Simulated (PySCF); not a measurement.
H3Si2, neutral, multiplicity 2. Atoms are numbered in the order given.

```xyz
5

Si    -1.3577    -0.0108     0.0000
Si     1.0243    -0.0088     0.0000
H      1.6795    -0.5923     1.2009
H      1.3091     1.4591     0.0000
H      1.6795    -0.5923    -1.2009
```
Charge 0, spin multiplicity 2.

Geometry: B3LYP-D3(BJ)/def2-TZVP. The isomer is the one that the SMILES or the coordinates give; other isomers of the formula were not compared.

Computed with PBE/def2-TZVPD run with PySCF.

Mulliken values depend strongly on the basis, most of all with diffuse functions as here. ESP charges are fitted to the potential on shells at 1.4 to 2.0 van der Waals radii. Atomic charges (e):

```json
[
 {"atom": "Si1", "Mulliken": "0.01", "ESP fit": "[?]", "Mulliken spin": "0.98"},
 {"atom": "Si2", "Mulliken": "0.00", "ESP fit": "[?]", "Mulliken spin": "-0.01"},
 {"atom": "H3", "Mulliken": "0.00", "ESP fit": "[?]", "Mulliken spin": "0.02"},
 {"atom": "H4", "Mulliken": "0.00", "ESP fit": "[?]", "Mulliken spin": "-0.01"},
 {"atom": "H5", "Mulliken": "0.00", "ESP fit": "[?]", "Mulliken spin": "0.02"}
]
```

Problem. Fill in the missing entries. (The exact figures need the calculation; the answer reports its results.)

Solution. 
- Si1, ESP fit: -0.07
- Si2, ESP fit: 0.42
- H3, ESP fit: -0.13
- H4, ESP fit: -0.10
- H5, ESP fit: -0.13
